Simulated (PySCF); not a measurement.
Molecule: SMILES CCOC(C)(C)C, C$_{6}$H$_{14}$O.

Atoms are numbered as in `[CH3:1][CH2:2][O:3][C:4]([CH3:5])([CH3:6])[CH3:7]`. Each H is labelled by its parent atom.

Geometry PBE0-D3(BJ)/def2-SVP throughout; GIAO in PySCF 2.14.0 with density-fitted response routines, gas phase, one conformer, non-relativistic; equivalent atoms averaged; functional PBE0.

For orientation, aug-cc-pVDZ gives these absolute shieldings σ: C4 124.9, C2 140.2, C5/C6/C7 168.2, C1 178.2, O3 254.5, H(C2) 27.98, H(C1) 30.23, H(C5)/H(C6)/H(C7) 30.23 ppm.

A run gave: C4 126.1, C2 141.2, C5/C6/C7 168.4, C1 178.7, O3 264.7, H(C2) 27.99, H(C1) 30.23, H(C5)/H(C6)/H(C7) 30.17 ppm (absolute shieldings σ).

Problem. Which basis set was used in that run?
A. STO-3G
B. def2-TZVP
C. 6-311+G(2d,p)
D. cc-pVDZ
E. 6-31G

Solution. D. C4 tells them apart best: cc-pVDZ gives 126.1, STO-3G gives 174.5, def2-TZVP gives 114.2, 6-31G gives 130.8, 6-311+G(2d,p) gives 115.6 ppm.
